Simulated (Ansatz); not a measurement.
`C#C[CH](F)[SnH3]`, charge 0, multiplicity 1.

(1) Give a relaxed structure at PBE0-D4/def2-TZVP (Ansatz 0.2.0). (Best estimate.)

Results:

(1) Ansatz gave: 
Cartesian coordinates in Å:
```
C 0.521 1.879 -1.470
C -0.095 1.237 -0.662
C -0.785 0.411 0.292
F -0.904 1.048 1.525
Sn 0.308 -1.466 0.588
H 1.055 2.459 -2.186
H -1.795 0.182 -0.058
H -0.516 -2.374 1.774
H 1.883 -1.074 1.095
H 0.329 -2.302 -0.898
```
This is one stationary point; other conformers may exist.
